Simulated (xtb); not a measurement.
Cl$_{2}$Pb, charge -1, doublet, geometry from GFN2-xTB (such geometries of metal compounds can be far from the true shape) (a state made from the parent by changing its charge; the spin is typed, not shown lowest); GFN2-xTB run with xtb 6.7.1.

Input for xtb:
```
$ xtb mol.xyz --gfn 2 --chrg -1 --uhf 1 --grad --json

# file mol.xyz
3

Pb     0.00704312    -0.01025569     0.42593907
Cl     1.47900338     1.68337558    -1.01206530
Cl    -1.51297608    -1.63390696    -1.04246435
```

It wrote (shortened):

```
   ID    Z sym.   atoms
    1   82 Pb     1
    2   17 Cl     2, 3

           -------------------------------------------------
          |                Calculation Setup                |
           -------------------------------------------------

           -------------------------------------------------
          |                 G F N 2 - x T B                 |
           -------------------------------------------------

          ...................................................
          :                      SETUP                      :
          :.................................................:
          :  # basis functions                  24          :
          :  # atomic orbitals                  22          :
          :  # shells                            8          :
          :  # electrons                        19          :
          :  max. iterations                   250          :
          :  Hamiltonian                  GFN2-xTB          :
          :  restarted?                      false          :
          :  GBSA solvation                  false          :
          :  PC potential                    false          :
          :  electronic temp.          300.0000000     K    :
          :  accuracy                    1.0000000          :
          :  -> integral cutoff          0.2500000E+02      :
          :  -> integral neglect         0.1000000E-07      :
          :  -> SCF convergence          0.1000000E-05 Eh   :
          :  -> wf. convergence          0.1000000E-03 e    :
          :  Broyden damping             0.4000000          :
          :  net charge                         -1          :
          :  unpaired electrons                  1          :
          ...................................................

 iter      E             dE          RMSdq      gap      omega  full diag
   1    -11.6999863 -0.117000E+02  0.222E+01    1.83       0.0  T
   2    -11.7067463 -0.676004E-02  0.116E+01    1.94       1.0  T
   3    -11.7073683 -0.622021E-03  0.108E+00    2.01       1.0  T
   4    -11.7076412 -0.272893E-03  0.282E-01    1.99       1.0  T
   5    -11.7076574 -0.161520E-04  0.170E-01    1.99       1.0  T
   6    -11.7076805 -0.231286E-04  0.561E-02    1.99       1.0  T
   7    -11.7076818 -0.126007E-05  0.682E-03    1.99       8.5  T
   8    -11.7076818 -0.364052E-08  0.238E-03    1.99      24.2  T
   9    -11.7076818 -0.143559E-08  0.589E-04    1.99      98.0  T
  10    -11.7076818 -0.221016E-09  0.290E-04    1.99     199.1  T

   *** convergence criteria satisfied after 10 iterations ***

         :::::::::::::::::::::::::::::::::::::::::::::::::::::
         ::                     SUMMARY                     ::
         :::::::::::::::::::::::::::::::::::::::::::::::::::::
         :: total energy             -11.707539711554 Eh    ::
         :: gradient norm              0.000000933788 Eh/a0 ::
         :: HOMO-LUMO gap              1.987572943727 eV    ::
         ::.................................................::
         :: SCC energy               -11.707681732437 Eh    ::
         :: -> isotropic ES            0.143454046081 Eh    ::
         :: -> anisotropic ES         -0.006184623648 Eh    ::
         :: -> anisotropic XC         -0.001244348504 Eh    ::
         :: -> dispersion             -0.002251880950 Eh    ::
         :: repulsion energy           0.000142020883 Eh    ::
         :: add. restraining           0.000000000000 Eh    ::
         :: total charge              -1.000000000000 e     ::
         :::::::::::::::::::::::::::::::::::::::::::::::::::::

           -------------------------------------------------
          |                Property Printout                |
           -------------------------------------------------

    * Orbital Energies and Occupations

         #    Occupation            Energy/Eh            Energy/eV
      -------------------------------------------------------------
         1        2.0000           -0.8561920             -23.2982
         2        2.0000           -0.8559462             -23.2915
         3        2.0000           -0.7284343             -19.8217
         4        2.0000           -0.2599495              -7.0736
         5        2.0000           -0.2466585              -6.7119
         6        2.0000           -0.2420547              -6.5866
         7        2.0000           -0.2366754              -6.4403
         8        2.0000           -0.2356030              -6.4111
         9        2.0000           -0.2350702              -6.3966
        10        1.0000           -0.1128101              -3.0697 (HOMO)
        11                         -0.0397682              -1.0821 (LUMO)
        12                          0.0551605               1.5010
        13                          0.2475746               6.7368
        14                          0.2481301               6.7520
        15                          0.2484425               6.7605
        16                          0.2486670               6.7666
        17                          0.2491240               6.7790
        18                          0.2491262               6.7791
        19                          0.2497056               6.7948
        20                          0.2503387               6.8121
        21                          0.2584349               7.0324
        22                          0.2584868               7.0338
      -------------------------------------------------------------
                  HL-Gap            0.0730420 Eh            1.9876 eV
             Fermi-level           -0.1251147 Eh           -3.4045 eV

     #   Z          covCN         q      C6AA      α(0)
     1  82 Pb       1.574     0.349   442.309    44.151
     2  17 Cl       0.787    -0.674   122.145    16.906
     3  17 Cl       0.787    -0.674   122.145    16.906

 Mol. C6AA /au·bohr⁶  :       1831.564336
 Mol. C8AA /au·bohr⁸  :     163611.772040
 Mol. α(0) /au        :         77.964259

Wiberg/Mayer (AO) data.
largest (>0.10) Wiberg bond orders for each atom

 ---------------------------------------------------------------------------
     #   Z sym  total        # sym  WBO       # sym  WBO       # sym  WBO
 ---------------------------------------------------------------------------
     1  82 Pb   1.122 --     3 Cl   0.561     2 Cl   0.561
     2  17 Cl   0.576 --     1 Pb   0.561
     3  17 Cl   0.576 --     1 Pb   0.561
 ---------------------------------------------------------------------------

Topologies differ in total number of bonds
Writing topology from bond orders to xtbtopo.mol

molecular dipole:
                 x           y           z       tot (Debye)
 q only:        0.048      -0.070       2.899
   full:        0.049      -0.072       2.973       7.559
molecular quadrupole (traceless):
                xx          xy          yy          xz          yz          zz
 q only:       -1.725     -17.923      -5.434      -0.285      -0.007       7.159
  q+dip:       -2.409     -19.858      -6.518      -0.291      -0.043       8.926
   full:       -3.611     -17.364      -7.202      -0.180      -0.147      10.814

           -------------------------------------------------
          | TOTAL ENERGY              -11.707539711554 Eh   |
          | GRADIENT NORM               0.000000933788 Eh/α |
          | HOMO-LUMO GAP               1.987572943727 eV   |
           -------------------------------------------------

normal termination of xtb
```
